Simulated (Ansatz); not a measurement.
CH6Cl2SSi2 (`C[SiH](Cl)S[SiH2]Cl`), charge 0, multiplicity 1.

(1) Give a relaxed structure at PBE0-D4/def2-TZVP (the Gaussian-basis code of Ansatz). (Best estimate.)

Answers

(1) The calculation gave: 
Z-matrix (Å, degrees):
```
C
Si 1 1.854
H 1 1.092 2 111.5
H 1 1.093 2 108.7 3 -119.0
H 1 1.092 2 110.8 3 121.6
Cl 2 2.054 1 108.8 3 57.2
S 2 2.142 1 114.0 3 -66.3
H 2 1.480 1 112.6 3 175.5
Si 7 2.119 2 102.1 1 33.2
Cl 9 2.052 7 112.8 2 58.3
H 9 1.478 7 105.7 2 177.1
H 9 1.479 7 111.7 2 -61.6
```
This is one stationary point; other conformers may exist.
